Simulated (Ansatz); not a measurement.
Geometry optimisation, RKS PBE0/def2-SVP (Ansatz 0.2.0).

Input:

```yaml
crystal:
  periodic: [false, false, false]
  atoms:
    - { symbol: B, position_ang: [0.0, 0.0, 0.0] }
    - { symbol: H, position_ang: [0.0, 0.0, 1.54] }
    - { symbol: Cl, position_ang: [1.6108, 0.0, -0.93] }
    - { symbol: F, position_ang: [-1.1431, 0.0, -0.66] }
    - { symbol: Si, position_ang: [0.4732, -2.0821, 0.7095] }
    - { symbol: H, position_ang: [-0.4416, -3.0308, 0.0812] }
    - { symbol: H, position_ang: [1.847, -2.4197, 0.3481] }
    - { symbol: H, position_ang: [0.3219, -2.1489, 2.1601] }
    - { symbol: H, position_ang: [0.1933, -0.8503, 1.6809] }
basis:
  gaussian: { orbitals: def2-SVP }
hamiltonian:
  xc: pbe0
relax:
  f_tol: 0.15
  max_steps: 25
  restrain:
    - { distance: [0, 4], at: 3.15, k: 30.0 }
    - { distance: [8, 1], at: 1.86, k: 30.0 }
    - { distance: [0, 1], at: 1.19, k: 30.0 }
    - { distance: [8, 4], at: 1.46, k: 30.0 }
output:
  orbitals: {}
```

Launched with:

```bash
$ ansatz run input.yaml --threads 2 --pin off --max-ram 3072MiB --backend cpu --events-out ev --progress --plain --runs-dir out
```

Where does it end, and by what steps?

It converged. The restraints hold the end off the free minimum. After 12 steps the energy has fallen by 4.853 eV (the restraints' own energy left out); H8 moved furthest, 1.04 Å. Joined: B1–H2 (1.54 → 1.19 Å).

```json
{"step": "0", "energy less start (eV)": "0.0000", "largest force component (eV/Å)": "4.239", "accepted": "yes"}
{"step": "1", "energy less start (eV)": "-0.7564", "largest force component (eV/Å)": "2.992", "accepted": "yes"}
{"step": "2", "energy less start (eV)": "-1.4587", "largest force component (eV/Å)": "2.589", "accepted": "yes"}
{"step": "3", "energy less start (eV)": "-2.3731", "largest force component (eV/Å)": "2.539", "accepted": "yes"}
{"step": "4", "energy less start (eV)": "-3.4620", "largest force component (eV/Å)": "2.088", "accepted": "yes"}
{"step": "5", "energy less start (eV)": "-4.2361", "largest force component (eV/Å)": "1.427", "accepted": "yes"}
{"step": "6", "energy less start (eV)": "-4.6681", "largest force component (eV/Å)": "0.618", "accepted": "yes"}
{"step": "7", "energy less start (eV)": "-4.8297", "largest force component (eV/Å)": "0.568", "accepted": "yes"}
{"step": "8", "energy less start (eV)": "-4.8411", "largest force component (eV/Å)": "0.643", "accepted": "yes"}
{"step": "9", "energy less start (eV)": "-4.8458", "largest force component (eV/Å)": "0.763", "accepted": "no"}
{"step": "10", "energy less start (eV)": "-4.8427", "largest force component (eV/Å)": "0.710", "accepted": "yes"}
{"step": "11", "energy less start (eV)": "-4.8454", "largest force component (eV/Å)": "0.760", "accepted": "yes"}
{"step": "12", "energy less start (eV)": "-4.8529", "largest force component (eV/Å)": "0.611", "accepted": "yes"}
```

```xyz
9
Properties=species:S:1:pos:R:3
B -0.060 0.412 -0.057
H 0.115 0.847 1.040
Cl 1.261 0.300 -1.211
F -1.269 0.093 -0.467
Si 0.565 -2.445 1.124
H -0.277 -2.934 -0.006
H 2.010 -2.656 0.822
H 0.191 -3.151 2.385
H 0.326 -0.997 1.299
```

The run took 24 s on 2 threads of Intel(R) Xeon(R) Platinum 8488C (Sapphire Rapids), on a shared host, peak memory 0.2 GiB.
